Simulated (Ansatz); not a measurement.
Relaxation of Li₅Al₅⁺ with UKS PBE0-D4/def2-SVP.

```sh
$ ansatz run in.yaml --threads 4 --pin off --events-out ev --progress --plain --max-ram 4787MiB
```

```yaml
crystal:
  periodic: [false, false, false]
  atoms:
    - {symbol: Li, position_ang: [0.043620, 2.339290, -1.773280]}
    - {symbol: Li, position_ang: [-2.031270, 0.871240, 1.933700]}
    - {symbol: Li, position_ang: [-2.134850, 1.389040, -0.640630]}
    - {symbol: Li, position_ang: [1.054730, -2.101380, -0.242060]}
    - {symbol: Li, position_ang: [2.646980, -0.690250, 1.207030]}
    - {symbol: Al, position_ang: [-1.585670, -1.309000, 0.201870]}
    - {symbol: Al, position_ang: [-0.023380, -1.004960, 2.380610]}
    - {symbol: Al, position_ang: [0.274640, 0.448280, 0.331150]}
    - {symbol: Al, position_ang: [-0.354310, -0.439760, -1.986860]}
    - {symbol: Al, position_ang: [2.109510, 0.497500, -1.411530]}
basis:
  gaussian: {orbitals: def2-SVP}
total_charge: 1
magnetization: {spin_polarized: true, initial_magnetization: 1}
hamiltonian: {xc: pbe0, dispersion: d4}
scf: {lower_state_search: "off"}
output: {orbitals: {seedname: orbitals}}
relax: {f_tol: 0.02, max_steps: 100}
```

It took 92 s on 4 threads of Arm Neoverse V2 on a shared host, peak host memory 0.66 GiB.

Positions (Å) and forces (eV/Å) at steps 1, 2, 3, 4, 5, 6, 7, 8, 9, 10, 11, 12, 13, 15 of 15:

```xyz
10
step=1 energy=-33974.6116 eV
Li    0.044    2.339   -1.773    0.692    0.286   -0.278
Li   -2.031    0.871    1.934    0.096   -0.133    0.783
Li   -2.135    1.389   -0.641   -0.622   -0.373   -0.505
Li    1.055   -2.101   -0.242   -0.290   -0.405   -0.322
Li    2.647   -0.690    1.207    0.535    0.340    0.439
Al   -1.586   -1.309    0.202   -0.308   -0.285   -0.271
Al   -0.023   -1.005    2.381   -0.126   -0.215   -0.301
Al    0.275    0.448    0.331    0.571    1.351    0.857
Al   -0.354   -0.440   -1.987   -0.301   -0.279   -0.293
Al    2.110    0.497   -1.412   -0.247   -0.286   -0.108
10
step=2 energy=-33975.3634 eV
Li    0.201    2.399   -1.835    0.352    0.134   -0.054
Li   -2.007    0.838    2.108    0.119   -0.029    0.358
Li   -2.262    1.293   -0.752   -0.380   -0.219   -0.306
Li    0.998   -2.156   -0.295   -0.120   -0.131   -0.119
Li    2.745   -0.615    1.293    0.247    0.193    0.217
Al   -1.604   -1.295    0.168   -0.033   -0.102   -0.175
Al   -0.035   -1.046    2.319   -0.017   -0.276   -0.354
Al    0.294    0.586    0.397    0.165    0.994    0.488
Al   -0.396   -0.441   -1.981   -0.131   -0.164   -0.019
Al    2.067    0.437   -1.421   -0.202   -0.399   -0.035
10
step=3 energy=-33975.7521 eV
Li    0.282    2.425   -1.834    0.259    0.080   -0.055
Li   -1.967    0.834    2.182    0.083   -0.044    0.262
Li   -2.358    1.241   -0.827   -0.230   -0.197   -0.211
Li    0.975   -2.174   -0.315   -0.030   -0.015   -0.023
Li    2.795   -0.562    1.342   -0.009    0.186    0.070
Al   -1.596   -1.291    0.136   -0.042    0.073    0.046
Al   -0.020   -1.111    2.218    0.068   -0.152   -0.242
Al    0.292    0.767    0.468    0.019    0.242    0.108
Al   -0.419   -0.457   -1.961   -0.012    0.098   -0.011
Al    2.016    0.327   -1.409   -0.105   -0.271    0.055
10
step=4 energy=-33976.0243 eV
Li    0.450    2.446   -1.840    0.252    0.039   -0.062
Li   -1.882    0.797    2.325    0.091   -0.079    0.238
Li   -2.495    1.154   -0.941   -0.483   -0.003   -0.274
Li    0.952   -2.157   -0.323   -0.051   -0.127   -0.077
Li    2.770   -0.412    1.389    0.022    0.159    0.076
Al   -1.620   -1.237    0.133   -0.086    0.017    0.151
Al    0.038   -1.212    2.099    0.069    0.045   -0.022
Al    0.254    0.864    0.485    0.135   -0.176    0.009
Al   -0.453   -0.408   -1.951    0.061    0.134   -0.128
Al    1.987    0.165   -1.377   -0.010   -0.008    0.090
10
step=5 energy=-33976.1060 eV
Li    0.548    2.458   -1.843    0.045   -0.050    0.010
Li   -1.830    0.775    2.408    0.066   -0.045    0.019
Li   -2.655    1.116   -1.047    0.008   -0.135   -0.063
Li    0.932   -2.179   -0.342   -0.074   -0.119   -0.085
Li    2.771   -0.348    1.416   -0.017    0.129    0.046
Al   -1.630   -1.198    0.150   -0.097    0.121    0.022
Al    0.073   -1.239    2.076    0.141    0.059    0.015
Al    0.257    0.859    0.486   -0.004   -0.124   -0.045
Al   -0.460   -0.362   -1.949   -0.084    0.184   -0.078
Al    1.994    0.118   -1.355    0.017   -0.021    0.156
10
step=6 energy=-33976.2224 eV
Li    0.630    2.441   -1.833   -0.078   -0.069   -0.007
Li   -1.758    0.740    2.478    0.068   -0.008   -0.017
Li   -2.737    1.069   -1.126    0.075   -0.095   -0.091
Li    0.864   -2.238   -0.399   -0.084   -0.155   -0.101
Li    2.765   -0.198    1.478   -0.058    0.069    0.038
Al   -1.646   -1.139    0.156    0.065    0.080   -0.025
Al    0.151   -1.270    2.023    0.261    0.024    0.137
Al    0.236    0.861    0.481   -0.049   -0.005    0.007
Al   -0.489   -0.297   -1.974   -0.170    0.295   -0.239
Al    1.983    0.029   -1.285   -0.030   -0.137    0.298
10
step=7 energy=-33976.4040 eV
Li    0.679    2.417   -1.830   -0.069   -0.124   -0.033
Li   -1.666    0.694    2.576    0.079   -0.056   -0.040
Li   -2.811    1.032   -1.244    0.118   -0.033   -0.064
Li    0.772   -2.337   -0.462   -0.113   -0.185   -0.135
Li    2.757   -0.033    1.564   -0.117    0.032   -0.012
Al   -1.601   -1.060    0.141    0.149   -0.008   -0.032
Al    0.267   -1.307    1.977    0.143    0.133    0.098
Al    0.207    0.901    0.504   -0.001    0.019    0.036
Al   -0.530   -0.209   -2.056   -0.157    0.228   -0.077
Al    1.928   -0.100   -1.169   -0.032   -0.006    0.260
10
step=8 energy=-33976.5032 eV
Li    0.699    2.371   -1.863    0.028   -0.091   -0.016
Li   -1.600    0.632    2.645    0.025   -0.102   -0.052
Li   -2.830    1.033   -1.315    0.058   -0.008    0.051
Li    0.671   -2.479   -0.550   -0.082   -0.136   -0.100
Li    2.734    0.109    1.640   -0.044    0.067   -0.044
Al   -1.515   -1.018    0.116   -0.077   -0.042    0.076
Al    0.378   -1.297    1.951   -0.046    0.147   -0.234
Al    0.178    0.964    0.538   -0.001    0.122   -0.001
Al   -0.570   -0.118   -2.136    0.183   -0.010    0.276
Al    1.856   -0.197   -1.026   -0.043    0.053    0.046
10
step=9 energy=-33976.7029 eV
Li    0.774    2.320   -1.904    0.116    0.036    0.242
Li   -1.567    0.553    2.677   -0.019    0.047   -0.214
Li   -2.809    1.044   -1.306   -0.026    0.107    0.290
Li    0.556   -2.579   -0.670   -0.020   -0.242   -0.141
Li    2.708    0.284    1.685   -0.020    0.198   -0.169
Al   -1.529   -1.021    0.138   -0.255   -0.181    0.068
Al    0.460   -1.269    1.843   -0.114   -0.072   -1.047
Al    0.124    1.023    0.528   -0.205    1.076    0.305
Al   -0.551   -0.095   -2.083    0.479   -0.735    0.636
Al    1.833   -0.260   -0.908    0.065   -0.234    0.032
10
step=10 energy=-33977.2419 eV
Li    0.802    2.303   -1.870    0.141   -0.032    0.148
Li   -1.564    0.546    2.650    0.022   -0.046   -0.124
Li   -2.776    1.063   -1.259    0.075    0.074    0.269
Li    0.514   -2.657   -0.738   -0.079   -0.183   -0.127
Li    2.698    0.377    1.675   -0.055    0.225   -0.054
Al   -1.570   -1.037    0.158   -0.262   -0.101    0.081
Al    0.497   -1.263    1.650    0.036    0.050   -0.656
Al    0.081    1.153    0.548   -0.152    0.460   -0.038
Al   -0.500   -0.176   -1.990    0.325   -0.368    0.351
Al    1.817   -0.310   -0.823   -0.050   -0.079    0.151
10
step=11 energy=-33977.4948 eV
Li    0.880    2.272   -1.855    0.106   -0.099    0.004
Li   -1.543    0.509    2.624    0.052   -0.126   -0.043
Li   -2.727    1.102   -1.161    0.172    0.062    0.167
Li    0.456   -2.733   -0.810   -0.093   -0.063   -0.098
Li    2.660    0.513    1.683   -0.124    0.187    0.041
Al   -1.639   -1.077    0.181   -0.179   -0.003    0.149
Al    0.541   -1.237    1.463    0.077    0.061    0.105
Al    0.013    1.240    0.510   -0.139   -0.115   -0.131
Al   -0.451   -0.240   -1.899    0.043    0.038   -0.149
Al    1.809   -0.349   -0.735    0.084    0.057   -0.046
10
step=12 energy=-33977.6137 eV
Li    1.016    2.192   -1.888    0.038   -0.083    0.036
Li   -1.499    0.396    2.660    0.053   -0.060   -0.049
Li   -2.684    1.157   -1.084    0.150    0.071    0.129
Li    0.396   -2.737   -0.856   -0.056   -0.055   -0.058
Li    2.558    0.685    1.694   -0.136    0.131    0.006
Al   -1.650   -1.078    0.200   -0.139   -0.014    0.060
Al    0.566   -1.234    1.441    0.116    0.007    0.118
Al   -0.059    1.230    0.462   -0.110   -0.057   -0.098
Al   -0.451   -0.245   -1.905   -0.013    0.040   -0.132
Al    1.808   -0.366   -0.723    0.098    0.020   -0.013
10
step=13 energy=-33977.6958 eV
Li    1.069    2.132   -1.883    0.032   -0.037    0.001
Li   -1.460    0.337    2.652    0.021   -0.033   -0.004
Li   -2.592    1.243   -0.986    0.034    0.061    0.054
Li    0.357   -2.761   -0.889   -0.022   -0.029   -0.023
Li    2.434    0.835    1.695   -0.085    0.078   -0.012
Al   -1.656   -1.094    0.209   -0.055   -0.017    0.014
Al    0.600   -1.247    1.435    0.053    0.010    0.027
Al   -0.117    1.206    0.415   -0.008   -0.054   -0.031
Al   -0.451   -0.261   -1.928   -0.011    0.014   -0.047
Al    1.816   -0.390   -0.719    0.041    0.006    0.022
10
step=15 energy=-33977.7211 eV
Li    1.152    2.062   -1.895    0.001    0.000    0.000
Li   -1.410    0.261    2.667   -0.001   -0.001    0.000
Li   -2.563    1.324   -0.921   -0.001   -0.001    0.000
Li    0.312   -2.781   -0.922   -0.002    0.001   -0.001
Li    2.303    0.999    1.691    0.003    0.000    0.001
Al   -1.660   -1.107    0.206   -0.002    0.001   -0.003
Al    0.626   -1.262    1.430   -0.001    0.006   -0.001
Al   -0.133    1.181    0.392    0.003   -0.010   -0.003
Al   -0.456   -0.262   -1.937   -0.002   -0.001    0.005
Al    1.829   -0.414   -0.711    0.003    0.004    0.001
```

The structure comes from a short search, and lower isomers may exist.
